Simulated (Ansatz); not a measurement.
`BCC=N`. Total charge 0; spin multiplicity 1. The structure was optimised at the PBE0-D4/def2-TZVP level. It is one conformer, not always the lowest.

```xyz
10

B     1.326   -0.212   -0.758
C    -0.092   -0.490   -0.184
C    -0.823    0.696    0.353
N    -1.312    0.843    1.508
H     2.130   -1.093   -0.835
H     1.598    0.870   -1.192
H    -0.144   -1.347    0.493
H    -0.598   -0.811   -1.118
H    -0.913    1.541   -0.338
H    -1.172    0.002    2.071
```

Problem. What is the dipole moment at r2SCAN/def2-TZVPP? (An estimate is asked.)

Solution. Computed: 2.39 D, with components (0.72, -1.88, -1.29) D in this frame, pointing from negative to positive charge.

Problem. And with PBE, B3LYP, ωB97M-V? (Estimate.)

Solution. Ansatz gave: PBE 2.28 D, B3LYP 2.42 D, ωB97M-V 2.44 D.

Problem. Give the Mulliken charges with r2SCAN, B3LYP, PBE in def2-TZVPP. (Estimate.)

Solution. Computed: 
```csv
atom,r2SCAN,B3LYP,PBE
B1,-0.01,-0.09,-0.07
C2,-0.03,-0.09,-0.08
C3,0.02,-0.05,-0.08
N4,-0.31,-0.24,-0.21
H5,0.01,0.05,0.03
H6,0.01,0.04,0.03
H7,0.05,0.08,0.07
H8,0.05,0.07,0.08
H9,0.07,0.11,0.09
H10,0.14,0.13,0.14
```

B3LYP here is the variant with VWN-RPA as its local correlation; programs differ in this.
